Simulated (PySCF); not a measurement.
SMILES [Si](/C=[CH]\[GeH3])(F)(F)F (C2H5F3GeSi) (GFN2-xTB optimised geometry):

```
12

F     -0.999    -1.277     1.451
Si    -0.606    -0.770     0.000
F      0.984    -0.770     0.000
F     -0.984     0.770     0.000
C     -1.320    -1.776    -1.386
C     -0.620    -2.193    -2.442
Ge     1.277    -1.834    -2.768
H     -2.371    -2.038    -1.314
H     -1.129    -2.783    -3.196
H      1.583    -0.381    -2.681
H      2.141    -2.587    -1.817
H      1.576    -2.308    -4.157
```

Method: PBE0/def2-TZVP in PySCF.

Question: What are the frontier orbital energies and the dipole moment?

Answer: HOMO-2 -9.71 eV, HOMO-1 -9.12 eV, HOMO -8.78 eV, LUMO -1.66 eV, LUMO+1 0.54 eV; dipole moment 2.88 D.

Meta-Löwdin charges at PBE0/def2-TZVP: F1 -0.49, Si2 1.64, F3 -0.49, F4 -0.49, C5 -0.40, C6 -0.25, Ge7 0.36, H8 0.14, H9 0.14, H10 -0.05, H11 -0.05, H12 -0.06.
